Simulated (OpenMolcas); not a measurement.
## Al+: from CASSCF to CASPT2

```
Program             : OpenMolcas
Basis               : ANO-R3 [6s5p4d2f1g]
Scalar Hamiltonian  : X2C, finite nucleus
Active space        : 2 electrons in 4 orbitals (3s 3p)
State averaging     : 2S+1 = 3 even, 3 roots; 2S+1 = 1 even, 7 roots; 2S+1 = 3 odd, 3 roots; 2S+1 = 1 odd, 3 roots
Spin-orbit coupling : state interaction with AMFI integrals over the reference wave functions, term energies averaged over their components
```

Methods on the same reference wave functions:
A. CASSCF
B. SS-CASPT2, IPEA 0.25 Eh, imaginary shift 0.1 Eh (closed shells correlated: 2s 2p)
C. MS-CASPT2, IPEA 0.25 Eh, imaginary shift 0.1 Eh (closed shells correlated: 2s 2p)

Energies in eV above 3s2 1S0, the measured ground level; measured values from NIST Handbook of Basic Atomic Spectroscopic Data.

```csv
Level,A,B,C,Measured
3s2 1S0,0.0000,0.0000,0.0000,0.0000
3s 3p 3P* 0,4.4771,4.606,4.627,4.6361
3s 3p 3P* 1,4.4835,4.613,4.634,4.6437
3s 3p 3P* 2,4.4964,4.625,4.646,4.6591
3s 3p 1P* 1,8.2712,7.621,7.642,7.4207
3p2 3P0,11.5631,11.692,11.713,11.6650
3p2 3P1,11.5695,11.699,11.720,11.6728
3p2 3P2,11.5819,11.708,11.729,11.6878
3p2 1D2,12.6326,11.734,11.755,10.5983
3p2 1S0,15.0381,13.854,13.895,13.8413
```

Deviations, from unrounded energies. A percentage is the sum of absolute deviations over the sum of measured energies, with the sign that they share, or ± where signs differ.

| Against measurement | Levels | A | B | C |
| --- | --- | --- | --- | --- |
| mean absolute deviation (cm-1) | 9 | 4400 | 1400 | 1400 |
| other configurations (%) | 9 | ±6.0 | ±1.9 | ±2.0 |

B lies closest to measurement on these levels and A furthest from it. The largest miss of B in the table is 3p2 1D2, by +9200 cm-1. The ranking rests on the paired levels alone, and a cruder setting can come out closer through cancelling errors.

Between B and C the level of the table that moves most is 3p2 1S0, by 340 cm-1 (lowest in B, highest in C).

The lowest spin-free term lies below A's lowest term by 0.276 hartree in B, 0.277 hartree in C.

Over all roots computed the reference weight is 0.91 to 0.98 in B, 0.91 to 0.98 in C; the roots of lowest weight are the least certain, and an intruder state may touch them. The ¹D term of p² mixes with s d, which this space lacks. Without dynamic correlation excited terms often stand tens of per cent too high (terms of higher spin than the ground term too low), and those without a measured partner can miss by more than the paired ones (holds for A). Some levels mix across a computed gap that differs much from the measured one, so their mixing is not that of the real levels (holds for B; C). Computed and measured levels are paired by configuration, term and J; levels that our copy of the source lacks, or whose pairing is in doubt (as where it misses far off the trend of its configuration), stay unpaired and out of the deviations. Only configurations of the active space appear.

* marks odd parity.
